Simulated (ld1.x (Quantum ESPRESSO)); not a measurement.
## Transferability test, TM potential for mercury (Hg)

```
Element                 : mercury
Generator               : ld1.x (Quantum ESPRESSO) 7.5
Type                    : norm-conserving Troullier–Martins (Kleinman–Bylander form)
Functional              : LDA (PZ)
Relativity              : scalar-relativistic
Frozen core             : [Kr] 4d10 4f14
Valence charge          : 20
Reference configuration : 5s2 5p6 5d10 6s2 6p0
Partial waves           : 5p (bound): rc 1.75 bohr; 5d (bound): rc 1.75 bohr; 5s (bound): rc 1.40 bohr
Local potential         : the s channel
Core correction         : none
```

Occupied shells without a wave of their own: 6s. They enter only through the test configuration that unscreens the potential.

Energies are relative to the spin-unpolarised reference configuration 5s2 5p6 5d10 6s2 6p0; without spin polarisation the order of configurations can differ from experiment. Spin-polarised rows fill each open shell by Hund’s rule, majority spin first.

```tsv
valence configuration	charge	ΔE all-electron (eV)	error AE − PS (meV)
5s2 5p6 5d10 6s1 6p0	+1	11.048	-3476
5s2 5p6 5d10 6s0 6p0	+2	30.444	-8262
5s2 5p6 5d9 6s0 6p0	+3	66.256	-10772
5s2 5p6 5d9 6s2 6p1	0	10.356	+84
5s2 5p6 5d10 6s0 6p1	+1	18.587	-7137
5s2 5p6 5d9 6s2 6p0	+1	15.732	-261
5s2 5p6 5d10 6s1 6p0 (spin-polarised)	+1	10.887	-3474
5s2 5p6 5d9 6s0 6p0 (spin-polarised)	+3	66.104	-10752
```

What are ΔE and the potential's error for 5s2 5p6 5d10 6s0 6p2?

ΔE = 12.801 eV all-electron; the error (AE − PS) is -6353 meV.

Levels in the configuration 5s2 5p6 5d10 6s1 6p0:

```json
{"level": "5s", "all-electron (eV)": "-127.695", "pseudo (eV)": "-129.306"}
{"level": "5p", "all-electron (eV)": "-75.919", "pseudo (eV)": "-77.398"}
{"level": "5d", "all-electron (eV)": "-19.100", "pseudo (eV)": "-20.288"}
{"level": "6s", "all-electron (eV)": "-15.111", "pseudo (eV)": "-19.208"}
```

These tests converged, but a pseudo level misses the all-electron one widely, so the file describes the atom poorly there or has found another state: 5s2 5p6 5d10 6s1 6p0: 6s by 4.1 eV; 5s2 5p6 5d10 6s0 6p0: 5d by 2.3 eV; 5s2 5p6 5d9 6s0 6p0: empty 6s by 6.8 eV; 5s2 5p6 5d9 6s2 6p1: 6s by 3.5 eV; 5s2 5p6 5d10 6s0 6p1: empty 6s by 4.8 eV; 5s2 5p6 5d10 6s0 6p2: empty 6s by 3.0 eV; 5s2 5p6 5d9 6s2 6p0: 6s by 3.9 eV. The 6s level has no wave, so the channel is fitted at the deeper level alone: the likely source of the large errors.

The potential misses its own reference levels by up to 2.9 eV, so it is not fit for use.
